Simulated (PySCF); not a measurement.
# Ionisation energy of Ne²⁺ by level of theory

Ne²⁺ [He] 2s2 2p4 (3P) → Ne³⁺ [He] 2s2 2p3 (4S), as a difference of total energies. Calculation: PySCF 2.14, in aug-cc-pwCVQZ; the non-relativistic Hamiltonian (point nucleus). Correlated levels: valence: 1s2 frozen. The calculations carry no spin-orbit coupling.

| method | ionisation energy (eV) |
| --- | --- |
| UHF | 61.836 |
| MP2 (valence) | 63.205 |
| SCS-MP2 (valence) | 63.349 |
| CCSD (valence) | 63.233 |
| CCSD(T) (valence) | 63.254 |

**Question.** How much does correlation contribute at CCSD(T) (valence)?

**Answer.** 63.254 − (61.836) = 1.418 eV, measured against UHF.

Errors of the correlated levels include the incompleteness of this basis and the frozen core.

For comparison: 63.423 eV (measured; NIST Atomic Spectra Database, ionization energies).
